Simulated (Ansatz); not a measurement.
Geometry optimisation, RKS B3LYP-D4/6-31G* (Ansatz 0.2.0).

The input (input.yaml):

```yaml
crystal:
  periodic: [false, false, false]
  atoms:
    - { symbol: B, position_ang: [0.0, 0.0, 0.0] }
    - { symbol: Cl, position_ang: [0.0, 0.0, 2.21] }
    - { symbol: O, position_ang: [1.2211, 0.0, -0.705] }
    - { symbol: H, position_ang: [1.5209, -0.9519, -0.8599] }
    - { symbol: H, position_ang: [-1.0305, 0.0, -0.595] }
    - { symbol: S, position_ang: [0.0982, 2.076, 0.6906] }
    - { symbol: H, position_ang: [0.6507, 2.1151, 1.9763] }
    - { symbol: H, position_ang: [0.0608, 1.2857, 1.8263] }
basis:
  gaussian: { orbitals: "6-31G*" }
hamiltonian:
  xc: b3lyp
  dispersion: d4
relax:
  f_tol: 0.15
  max_steps: 25
  restrain:
    - { distance: [0, 5], at: 1.89, k: 30.0 }
    - { distance: [7, 1], at: 1.37, k: 30.0 }
    - { distance: [0, 1], at: 3.06, k: 30.0 }
    - { distance: [7, 5], at: 2.6, k: 30.0 }
```

Launched with:

```bash
$ ansatz run input.yaml --threads 1 --pin off --max-ram 2048MiB --backend cpu --events-out ev --progress --plain --runs-dir out
```

Q: Where does it end, and by what steps?

A: The forces met the threshold. The restraints hold the end off the free minimum. After 17 steps the energy has fallen by 5.378 eV (the restraints' own energy left out); H7 moved furthest, 1.54 Å. The start is strongly strained (largest force component 8 eV/Å), so its close contacts needn't be bonds. Parted: S6–H8 (1.38 → 2.60 Å).

```json
{"step": "0", "energy less start (eV)": "0.0000", "largest force component (eV/Å)": "8.036", "accepted": "yes"}
{"step": "1", "energy less start (eV)": "-2.0797", "largest force component (eV/Å)": "3.670", "accepted": "yes"}
{"step": "2", "energy less start (eV)": "-2.9920", "largest force component (eV/Å)": "3.388", "accepted": "yes"}
{"step": "3", "energy less start (eV)": "-3.6596", "largest force component (eV/Å)": "3.482", "accepted": "yes"}
{"step": "4", "energy less start (eV)": "-4.4291", "largest force component (eV/Å)": "1.943", "accepted": "yes"}
{"step": "5", "energy less start (eV)": "-4.7742", "largest force component (eV/Å)": "1.301", "accepted": "yes"}
{"step": "6", "energy less start (eV)": "-4.9665", "largest force component (eV/Å)": "1.214", "accepted": "yes"}
{"step": "7", "energy less start (eV)": "-5.1256", "largest force component (eV/Å)": "1.208", "accepted": "yes"}
{"step": "8", "energy less start (eV)": "-5.2610", "largest force component (eV/Å)": "1.077", "accepted": "yes"}
{"step": "9", "energy less start (eV)": "-5.3315", "largest force component (eV/Å)": "1.024", "accepted": "yes"}
{"step": "10", "energy less start (eV)": "-5.3659", "largest force component (eV/Å)": "1.025", "accepted": "yes"}
{"step": "11", "energy less start (eV)": "-5.3713", "largest force component (eV/Å)": "0.886", "accepted": "no"}
{"step": "12", "energy less start (eV)": "-5.3872", "largest force component (eV/Å)": "0.698", "accepted": "yes"}
{"step": "13", "energy less start (eV)": "-5.3725", "largest force component (eV/Å)": "1.087", "accepted": "yes"}
{"step": "14", "energy less start (eV)": "-5.3773", "largest force component (eV/Å)": "1.007", "accepted": "yes"}
{"step": "15", "energy less start (eV)": "-5.2650", "largest force component (eV/Å)": "1.616", "accepted": "no"}
{"step": "16", "energy less start (eV)": "-5.3745", "largest force component (eV/Å)": "1.029", "accepted": "no"}
{"step": "17", "energy less start (eV)": "-5.3783", "largest force component (eV/Å)": "0.996", "accepted": "yes"}
```

```xyz
8
Properties=species:S:1:pos:R:3
B 0.094 0.564 -0.166
Cl -0.217 -0.728 2.601
O 1.344 0.083 -0.344
H 1.337 -0.842 -0.633
H -0.907 -0.027 -0.428
S -0.102 2.311 0.473
H 1.218 2.566 0.620
H -0.247 0.598 2.421
```

Time of the run: 69 s on 1 thread of Intel(R) Xeon(R) Platinum 8259CL CPU @ 2.50GHz (Skylake/Cascade Lake), with other jobs on the host, peak memory 0.17 GiB.
